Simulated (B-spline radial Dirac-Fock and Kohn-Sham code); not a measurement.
# Levels of muonic ²H

Nucleus: ²H, Gaussian distribution, rms radius 2.1421 fm (measured, Angeli and Marinova 2013).

Calculated with a radial atomic solver, using the Dirac equation of a negative muon with reduced mass in the field of a spherical finite nucleus, with the Uehling potential to all orders; nuclear polarisation, deformation, hyperfine structure, self-energy, higher-order vacuum polarisation, relativistic recoil and electron screening are left out.

```tsv
level	binding (keV)	point nucleus, no QED (keV)	vacuum polarisation (keV)	⟨r⟩ (fm)
1s1/2	2.665	2.663	0.002	405.2
2s1/2	0.6660	0.6658	0.000	1621.5
2p1/2	0.6658	0.6658	0.000	1351.6
2p3/2	0.6658	0.6658	0.000	1351.7
3s1/2	0.2960	0.2959	0.000	3648.8
3p1/2	0.2959	0.2959	0.000	3379.2
3p3/2	0.2959	0.2959	0.000	3379.2
3d3/2	0.2959	0.2959	0.000	2838.6
3d5/2	0.2959	0.2959	0.000	2838.6
```

**Question.** By how much does the finite nuclear size lower the 1s binding energy?

**Answer.** By 0.0002199 keV, 0.01 % of the point-nucleus value (point value plus vacuum polarisation less the binding energy). The 1s orbit has ⟨r⟩ = 405.2 fm.
